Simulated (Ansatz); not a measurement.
Stepwise reaction of `[NH]=[V]([F])([Cl])[Cl]` with hydrogen fluoride, as a gas-phase model of exchange steps in deposition or etching. ΔE in kJ/mol; ΔG adds harmonic PBE0-D4 terms to CCSD(T)/CBS, at 1 bar.

Computed with Ansatz on PBE0-D4/def2-TZVP structures; ΔE is electronic, products minus reactants. CCSD(T)/CBS adds triple-zeta CCSD(T) − MP2 to the extrapolated MP2 energy (def2 sets, frozen cores). This one scheme is used for every species. DFT in def2-TZVPP. B3LYP here is the variant with VWN-RPA as its local correlation; programs differ in this. For V outer-core shells are correlated without core-valence functions, which leaves a few kJ/mol of doubt a bond. Scalar relativity is left out up to krypton. Each species was taken in one conformer, which may not be the lowest.

```csv
step,reaction,PBE-D4,B3LYP-D4,ωB97M-V,CCSD(T)/CBS,ΔG(600 K)
1,`[NH]=[V]([F])([Cl])[Cl]` + H–F → `[NH]=[V]([F])([F])[Cl]` + HCl,-6.0,-5.5,-8.1,6.2,0.2
2,`[NH]=[V]([F])([F])[Cl]` + H–F → `[NH]=[V]([F])([F])[F]` + HCl,-7.1,-6.6,-8.9,3.3,3.0
```

Problem. By hand: ΔE of the 2 steps together at CCSD(T)/CBS.

Solution. (6.2) + (3.3) = 9.5 kJ/mol, or 4.8 kJ/mol a step.

In ΔE the steps differ by no more than 2.9 kJ/mol. ΔG lies between 0.2 and 3.0 kJ/mol a step. PBE-D4 differs from CCSD(T)/CBS by -12.2 to -10.4 kJ/mol a step. Isolated molecules leave out the surface, adducts and barriers. Largest T1 diagnostic: 0.031.
